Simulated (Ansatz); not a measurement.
```yaml
crystal:
  periodic: [true, true, true]
  atoms:
    - {symbol: N, position_ang: [1.399896, -1.381479, 1.434637]}
    - {symbol: C, position_ang: [0.740041, -0.732650, 0.749909]}
    - {symbol: Ga, position_ang: [-0.351032, 0.340241, -0.382939]}
    - {symbol: F, position_ang: [-1.758028, -0.296321, -1.151611]}
    - {symbol: F, position_ang: [0.019024, 1.996610, -0.691494]}
basis:
  gaussian: {orbitals: def2-SVP}
hamiltonian: {xc: {name: PBE0-DH}}
scf: {lower_state_search: full}
output: {forces: true}
```

```sh
$ ansatz run in.yaml --threads 2 --pin off --events-out ev --progress --plain --max-ram 20480MiB --backend cpu
```

Output, abridged:

```
Error: YAML parse error: error: line 2 column 3: crystal: missing field `lattice` (a structure is typed as `lattice` and `atoms`, a molecule's as `atoms` in Å alone, or read from a run's directory, `checkpoint`)
 --> <input>:2:3
1 | crystal:
2 |   periodic: [true, true, true]
3 |   atoms:
4 |     - {symbol: N, position_ang: [1.399896, -1.381479, 1.434637]}
```

In this input the molecule is marked periodic without a cell. The program refused the input.
